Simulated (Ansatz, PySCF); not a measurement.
Energy difference R1 → P1 + P2, each structure at its B3LYP-D3(BJ)/def2-TZVP stationary point, reached from a drawn start (curvature not checked).
R1: H2O2Zn (SMILES [OH][Zn][OH]), charge 0, multiplicity 1.
P1, HOZn (SMILES [OH][Zn]) (charge 0, multiplicity 2):
```xyz
3

Zn     0.272    -0.154    -1.351
O      0.244    -0.158     0.493
H     -0.516     0.312     0.858
```
P2: OH (SMILES [OH]), charge 0, multiplicity 2.

| level | reaction energy (kJ/mol) | cost |
|---|---|---|
| HF/def2-QZVPP | 256.0 | - |
| PBE/def2-TZVPP | 417.0 | ×1 |
| PBE-D4/def2-TZVPP | 418.4 | ×1 |
| BLYP-D3(BJ)/def2-TZVPP | 401.7 | ×1 |
| r2SCAN/def2-TZVPP | 405.3 | ×2 |
| r2SCAN-D4/def2-TZVPP | 405.7 | ×2 |
| B3LYP/def2-TZVPP | 393.5 | ×1 |
| BHLYP-D3(BJ)/def2-TZVPP | 375.6 | ×1 |
| CAM-B3LYP-D3(BJ)/def2-TZVPP | 412.7 | ×1 |
| CAM-B3LYP-D4/def2-TZVPP | 412.2 | ×1 |
| MP2/def2-SVP | 413.5 | - |
| SCS-MP2/def2-SVP | 399.6 | - |
| CCSD/def2-SVP | 378.4 | - |
| CCSD(T)/def2-QZVPP | 421.7 | ×100* |

P less R. No zero-point or thermal terms; singlets are restricted closed shells; open shells are unrestricted; no spin–orbit coupling. The spin states of the d-block species are the ones drawn and need not be the lowest.

Cores are frozen in the correlated methods.

Codes used: Ansatz (Gaussian basis) for Hartree–Fock, density functionals and correlated methods; PySCF for the D3/D4 terms. No computed number here is a measurement.

Costs are rough ratios of core time to PBE/def2-TZVPP (about 4 s over the structures, on one shared machine); a dash marks a level with no comparable run of its own. A star marks coupled-cluster runs past 200 virtual orbitals, where the program's memory plan changes under this machine's limit, so their costs aren't comparable with smaller runs.

Ansatz is an electronic-structure program.
